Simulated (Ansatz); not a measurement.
C$_{4}$H$_{2}$F$_{4}$ (`FC1=C(F)C(F)(F)C1`). Charge 0, multiplicity 1. All single points use the PBE0-D4/def2-TZVP geometry.

```xyz
10

F     0.991   -1.324    1.780
C     0.378   -0.649    0.843
C    -0.879   -0.579    0.415
F    -2.020   -1.138    0.736
C    -0.528    0.428   -0.633
F    -1.103    1.644   -0.510
F    -0.714    0.045   -1.915
C     0.937    0.346   -0.133
H     1.307    1.279    0.294
H     1.631   -0.051   -0.876
```

**Question.** What is the dipole moment at ωB97M-V/def2-TZVPP? (Best estimate.)

**Answer.** Ansatz gave: 1.90 D, with components (1.85, 0.08, 0.43) D in this frame, pointing from negative to positive charge.

**Question.** And with PBE, r2SCAN, B3LYP? (An estimate is asked.)

**Answer.** The calculation gave: PBE 1.75 D, r2SCAN 1.84 D, B3LYP 1.90 D.

**Question.** Give the Mulliken charges with ωB97M-V, B3LYP, PBE in def2-TZVPP. (Estimate.)

**Answer.** Computed: 
```csv
atom,ωB97M-V,B3LYP,PBE
F1,-0.16,-0.17,-0.13
C2,0.21,0.21,0.15
C3,0.07,0.08,0.04
F4,-0.17,-0.17,-0.13
C5,0.45,0.47,0.38
F6,-0.19,-0.20,-0.15
F7,-0.19,-0.20,-0.15
C8,-0.27,-0.22,-0.16
H9,0.12,0.10,0.08
H10,0.12,0.10,0.08
```

B3LYP here is the variant with VWN-RPA as its local correlation; programs differ in this.
